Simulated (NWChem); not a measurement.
All runs are NWChem calculations. System: CCl, charge 0, spin multiplicity 2, at a geometry optimised with UPBE/def2-SVP. The structure started from a generated list of species. Its SCF solution wasn't tested for a lower state. Level: ROCCSD(T)/cc-pVTZ, 6 core orbitals frozen.

The NWChem input:

```
start mol
memory heap 100 mb stack 700 mb global 1900 mb
geometry units angstroms nocenter noautoz
  C      0.000000     0.000000     1.238670
  Cl     0.000000     0.000000    -0.437178
  symmetry group C2v
end
basis spherical
  * library cc-pvtz
end
scf
  rohf
  nopen 1
  maxiter 100
  thresh 1e-7
  semidirect memsize 60000000 filesize 0
  # guess.movecs holds the orbitals of an unrestricted PBE0 run
  vectors input guess.movecs output mol.movecs
end
tce
  freeze core 6
  ccsd(t)
  2eorb
  2emet 13
  thresh 1e-6
  maxiter 100
  tilesize 24
end
task tce energy
```

Part of the output:

```
             Northwest Computational Chemistry Package (NWChem) 7.3.0
             --------------------------------------------------------

                                NWChem Input Module
                                -------------------

 Scaling coordinates for geometry "geometry" by  1.889725989
 (inverse scale =  0.529177249)

 Turning off AUTOSYM since
 SYMMETRY directive was detected!

                             Geometry "geometry" -> ""
                             -------------------------

 Output coordinates in angstroms (scale by  1.889725989 to convert to a.u.)

  No.       Tag          Charge          X              Y              Z
 ---- ---------------- ---------- -------------- -------------- --------------
    1 C                    6.0000     0.00000000     0.00000000     1.23867000
    2 Cl                  17.0000     0.00000000     0.00000000    -0.43717800

 Effective nuclear repulsion energy (a.u.)      32.2082190019

            Nuclear Dipole moment (a.u.)
            ----------------------------
        X                 Y               Z
 ---------------- ---------------- ----------------
     0.0000000000     0.0000000000    -0.0000113384

      Symmetry information
      --------------------

 Group name             C2v
 Group number             16
 Group order               4
 No. of unique centers     2

      Symmetry unique atoms

     1    2


 Summary of "ao basis" -> "" (spherical)
 ------------------------------------------------------------------------------
       Tag                 Description            Shells   Functions and Types
 ---------------- ------------------------------  ------  ---------------------
 *                          cc-pvtz                   on all atoms

 Summary of "ao basis" -> "ao basis" (spherical)
 ------------------------------------------------------------------------------
       Tag                 Description            Shells   Functions and Types
 ---------------- ------------------------------  ------  ---------------------
 C                          cc-pvtz                 10       30   4s3p2d1f
 Cl                         cc-pvtz                 12       34   5s4p2d1f

                                 NWChem SCF Module
                                 -----------------

  ao basis        = "ao basis"
  functions       =    64
  atoms           =     2
  closed shells   =    11
  open shells     =     1
  charge          =   0.00
  wavefunction    = ROHF
  use symmetry    = T
  symmetry adapt  = T

 Summary of "ao basis" -> "ao basis" (spherical)
 ------------------------------------------------------------------------------
       Tag                 Description            Shells   Functions and Types
 ---------------- ------------------------------  ------  ---------------------
 C                          cc-pvtz                 10       30   4s3p2d1f
 Cl                         cc-pvtz                 12       34   5s4p2d1f

      Symmetry analysis of basis
      --------------------------

        a1         28
        a2          6
        b1         15
        b2         15

 Forming initial guess at       0.1s

      Symmetry analysis of molecular orbitals - initial
      -------------------------------------------------

  Numbering of irreducible representations:

     1 a1          2 a2          3 b1          4 b2

  Orbital symmetries:

     1 a1          2 a1          3 a1          4 a1          5 b2
     6 b1          7 a1          8 a1          9 b1         10 b2
    11 a1         12 b1         13 b2         14 a1         15 a1
    16 b1         17 b2         18 a1         19 b1         20 a1
    21 b2         22 a2

 Starting SCF solution at       0.1s

 ----------------------------------------------
         Quadratically convergent ROHF

 Convergence threshold     :          1.000E-07
 Maximum no. of iterations :          100
 Final Fock-matrix accuracy:          1.000E-09
 ----------------------------------------------

              iter       energy          gnorm     gmax       time
             ----- ------------------- --------- --------- --------
                 1     -497.2136101663  7.82D-01  2.71D-01      1.3
                 2     -497.2425896188  3.05D-01  1.16D-01      1.3
                 3     -497.2512830670  2.56D-01  9.60D-02      1.4
                 4     -497.2533457363  1.36D-02  5.95D-03      1.4
                 5     -497.2534047078  1.45D-04  3.73D-05      1.5
                 6     -497.2534047113  9.55D-09  5.64D-09      1.6

       Final ROHF results
       ------------------

         Total SCF energy =   -497.253404711335
      One-electron energy =   -749.289200477465
      Two-electron energy =    219.827576764186
 Nuclear repulsion energy =     32.208219001944

        Time for solution =      1.5s

       Symmetry analysis of molecular orbitals - final
       -----------------------------------------------

  Numbering of irreducible representations:

     1 a1          2 a2          3 b1          4 b2

  Orbital symmetries:

     1 a1          2 a1          3 a1          4 a1          5 b2
     6 b1          7 a1          8 a1          9 b1         10 b2
    11 a1         12 b1         13 b2         14 a1         15 a1
    16 b1         17 b2         18 a1         19 b1         20 b2
    21 a1         22 a2

             Final eigenvalues
             -----------------

              1
    1 -104.8881
    2  -11.3594
    3  -10.6136
    4   -8.0799
    5   -8.0788
    6   -8.0781
    7   -1.1886
    8   -0.7791
    9   -0.5333
   10   -0.5260
   11   -0.4907
   12   -0.1298
   13    0.0478
   14    0.2029
   15    0.3655
   16    0.4352
   17    0.4372
   18    0.4590
   19    0.5123
   20    0.5288
   21    0.5307
   22    0.5927

                       ROHF Final Molecular Orbital Analysis
                       -------------------------------------

 Vector   10  Occ=2.000000D+00  E=-5.260357D-01  Symmetry=b2
              MO Center= -4.8D-16, -3.4D-14, -2.6D-01, r^2= 1.3D+00
   Bfn.  Coefficient  Atom+Function         Bfn.  Coefficient  Atom+Function
  ----- ------------  ---------------      ----- ------------  ---------------
    40      0.546194  2 Cl py                46      0.306704  2 Cl py
    43      0.238665  2 Cl py

 Vector   11  Occ=2.000000D+00  E=-4.907396D-01  Symmetry=a1
              MO Center= -5.1D-16,  3.5D-15,  9.7D-01, r^2= 1.9D+00
   Bfn.  Coefficient  Atom+Function         Bfn.  Coefficient  Atom+Function
  ----- ------------  ---------------      ----- ------------  ---------------
     4      0.414545  1 C  s                 41     -0.364620  2 Cl pz
     2      0.302775  1 C  s                 10      0.272140  1 C  pz
     7      0.211385  1 C  pz                47     -0.199457  2 Cl pz
    44     -0.154990  2 Cl pz

 Vector   12  Occ=1.000000D+00  E=-1.298022D-01  Symmetry=b1
              MO Center=  5.3D-15,  6.2D-17,  1.1D+00, r^2= 1.3D+00
   Bfn.  Coefficient  Atom+Function         Bfn.  Coefficient  Atom+Function
  ----- ------------  ---------------      ----- ------------  ---------------
     8      0.505414  1 C  px                 5      0.356088  1 C  px
    11      0.355231  1 C  px                45     -0.207805  2 Cl px
    39     -0.177848  2 Cl px

 Vector   13  Occ=0.000000D+00  E= 4.777636D-02  Symmetry=b2
              MO Center= -1.5D-16,  2.0D-14,  9.9D-01, r^2= 2.1D+00
   Bfn.  Coefficient  Atom+Function         Bfn.  Coefficient  Atom+Function
  ----- ------------  ---------------      ----- ------------  ---------------
    12      0.651234  1 C  py                46     -0.333747  2 Cl py
     9      0.330229  1 C  py                 6      0.257330  1 C  py
    40     -0.194433  2 Cl py

 Vector   14  Occ=0.000000D+00  E= 2.029374D-01  Symmetry=a1
              MO Center=  5.2D-16, -9.5D-15, -2.8D-02, r^2= 4.3D+00
   Bfn.  Coefficient  Atom+Function         Bfn.  Coefficient  Atom+Function
  ----- ------------  ---------------      ----- ------------  ---------------
    35     -1.805973  2 Cl s                  4      1.651523  1 C  s
    47     -1.589263  2 Cl pz                13     -1.432755  1 C  pz
    10     -0.372700  1 C  pz                 2      0.220606  1 C  s
    41     -0.198591  2 Cl pz                 7     -0.169659  1 C  pz
    21      0.154752  1 C  d  0

 Vector   15  Occ=0.000000D+00  E= 3.654883D-01  Symmetry=a1
              MO Center=  2.1D-15,  2.2D-14,  6.8D-01, r^2= 3.8D+00
   Bfn.  Coefficient  Atom+Function         Bfn.  Coefficient  Atom+Function
  ----- ------------  ---------------      ----- ------------  ---------------
     4      2.253277  1 C  s                 13     -1.980320  1 C  pz
    35     -1.858782  2 Cl s                 47     -0.878358  2 Cl pz
    55     -0.598984  2 Cl d  0               2     -0.458083  1 C  s
    21      0.363400  1 C  d  0              41     -0.311229  2 Cl pz
    33     -0.212831  2 Cl s                 38     -0.211707  2 Cl pz

 center of mass
 --------------
 x =   0.00000000 y =   0.00000000 z =  -0.01704182

 moments of inertia (a.u.)
 ------------------
          89.602389536507           0.000000000000           0.000000000000
           0.000000000000          89.602389536507           0.000000000000
           0.000000000000           0.000000000000           0.000000000000

  Mulliken analysis of the total density
  --------------------------------------

    Atom       Charge   Shell Charges
 -----------   ------   -------------------------------------------------------
    1 C    6     6.00   1.96  1.05  0.22  0.66  0.55  1.07  0.42  0.01  0.06  0.01
    2 Cl  17    17.00   2.00  1.88  1.18  0.19  0.65  5.82  2.90  1.06  1.25  0.02  0.05  0.01

 Mulliken analysis of the open-shell density
 -------------------------------------------

    Atom       Charge   Shell Charges
 -----------   ------   -------------------------------------------------------
    1 C    6     0.93  -0.00  0.00  0.00  0.00  0.26  0.45  0.22  0.00 -0.00 -0.00
    2 Cl  17     0.07   0.00 -0.00 -0.00 -0.00 -0.00 -0.00  0.03  0.01 -0.00  0.00  0.02  0.00

       Multipole analysis of the density wrt the origin
       ------------------------------------------------

     L   x y z        total         open         nuclear
     -   - - -        -----         ----         -------
     0   0 0 0     -0.000000     -1.000000     23.000000

     1   1 0 0     -0.000000     -0.000000      0.000000
     1   0 1 0      0.000000     -0.000000      0.000000
     1   0 0 1     -0.362199     -2.039619     -0.000011

     2   2 0 0    -14.218683     -2.073861      0.000000
     2   1 1 0     -0.000000      0.000000      0.000000
     2   1 0 1     -0.000000     -0.000000      0.000000
     2   0 2 0    -12.907916     -0.690787      0.000000
     2   0 1 1     -0.000000     -0.000000      0.000000
     2   0 0 2    -14.998713     -6.082469     44.477386

                   NWChem Extensible Many-Electron Theory Module
                   ---------------------------------------------


            General Information
            -------------------
      Number of processors :     1
         Wavefunction type : Restricted open-shell Hartree-Fock
          No. of electrons :    23
           Alpha electrons :    12
            Beta electrons :    11
           No. of orbitals :   128
            Alpha orbitals :    64
             Beta orbitals :    64
        Alpha frozen cores :     6
         Beta frozen cores :     6
     Alpha frozen virtuals :     0
      Beta frozen virtuals :     0
         Spin multiplicity : doublet
    Number of AO functions :    64
       Number of AO shells :    22
        Use of symmetry is : on
      Symmetry adaption is : on
         Schwarz screening : 0.10D-09

          Correlation Information
          -----------------------
          Calculation type : Coupled-cluster singles & doubles w/ perturbation
   Perturbative correction : (T)
            Max iterations :      100
        Residual threshold : 0.10D-05
     T(0) DIIS level shift : 0.00D+00
     L(0) DIIS level shift : 0.00D+00
     T(1) DIIS level shift : 0.00D+00
     L(1) DIIS level shift : 0.00D+00
     T(R) DIIS level shift : 0.00D+00
     T(I) DIIS level shift : 0.00D+00
   CC-T/L Amplitude update :  5-th order DIIS
                I/O scheme : Global Array Library
        L-threshold :  0.10D-05
        EOM-threshold :  0.10D-05
 no EOMCCSD initial starts read in
 TCE RESTART OPTIONS
 SLICE:      F
 D4D5:       F
 quantumc:   F
 qrotation:  F
 pwtce:      F
 qducc:      F
 nacto:                         0
 nrotv:                         0
 nrot:                          0

            Memory Information
            ------------------
          Available GA space size is     249028608 doubles
          Available MA space size is     104853148 doubles

 Maximum block size supplied by input
 Maximum block size        24 doubles

 tile_dim =     21

 -------------------------------------------------

 Global array virtual files algorithm will be used

 Parallel file system coherency ......... OK

 4-electron integrals stored in orbital form

 v2    file size   =           863995
 4-index algorithm nr.  13 is used
 imaxsize =       30
 imaxsize ichop =        0


CCSD iterations
 ---------------------------------------------------------
 Iter          Residuum       Correlation     Cpu    Wall
 ---------------------------------------------------------
    1   0.1493965071942  -0.3028815339083     0.4     0.4
    2   0.0423346746021  -0.3182094640551     0.4     0.4
    3   0.0172303796223  -0.3247974024318     0.4     0.4
    4   0.0089951086537  -0.3262110233393     0.4     0.4
    5   0.0046974825779  -0.3269970386173     0.4     0.4
    6   0.0019436241615  -0.3275091185087     0.4     0.4
    7   0.0011452983258  -0.3276540329767     0.4     0.4
    8   0.0008407926705  -0.3276089561140     0.4     0.4
    9   0.0006412025007  -0.3276656453624     0.4     0.4
   10   0.0005294429233  -0.3276323610169     0.4     0.4
   11   0.0000832744874  -0.3276598750553     0.4     0.4
   12   0.0000433059604  -0.3276684970451     0.4     0.4
   13   0.0000298052889  -0.3276677842097     0.4     0.4
   14   0.0000201217214  -0.3276687419190     0.4     0.4
   15   0.0000142057583  -0.3276682103445     0.4     0.4
   16   0.0000047960590  -0.3276682381798     0.4     0.4
   17   0.0000025188304  -0.3276684944087     0.4     0.4
   18   0.0000016651854  -0.3276684765682     0.4     0.4
   19   0.0000011245073  -0.3276685232503     0.4     0.4
   20   0.0000008185504  -0.3276685059592     0.4     0.4
 -----------------------------------------------------------------
 Iterations converged
 CCSD correlation energy / hartree =        -0.327668505959230
 CCSD total energy / hartree       =      -497.581073217294488

 Singles contributions

 Doubles contributions
 CCSD(T)
 Using plain CCSD(T) code
             total no. of tasks          927
 total no. of tasks / no. procs          927
                         wl_min            1           1.0
                         wl_max       250047           7.9
        thresh for no. of tasks          927

 CCSD[T]  correction energy / hartree =        -0.017385090012102
 CCSD[T] correlation energy / hartree =        -0.345053595971333
 CCSD[T] total energy / hartree       =      -497.598458307306601
 CCSD(T)  correction energy / hartree =        -0.016391167483141
 CCSD(T) correlation energy / hartree =        -0.344059673442371
 CCSD(T) total energy / hartree       =      -497.597464384777652

 Task  times  cpu:       19.4s     wall:       19.4s

 Total times  cpu:       19.4s     wall:       19.4s
```
